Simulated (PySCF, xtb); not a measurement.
silylphosphine cation (H5PSi), SMILES [SiH3]P (connectivity only; charge and spin as stated), charge +1, multiplicity 2.

Harmonic wavenumbers (cm⁻¹) from GFN2-xTB (xtb) at its own minimum, in rising order: 58, 212, 239, 294, 440, 467, 702, 703, 714, 1007, 2276, 2321, 2334, 2335, 2396.

**Question.** What does B3LYP-D3(BJ)/def2-TZVP run with PySCF give at its own minimum? (Estimate from the structure and the level; the computed values follow.)

**Answer.** 112, 336, 366, 389, 575, 651, 838, 918, 924, 1072, 2252, 2302, 2323, 2466, 2503. Paired by order, the mean absolute difference is 109 cm⁻¹ and the zero-point energies are 23.6 and 25.8 kcal/mol.
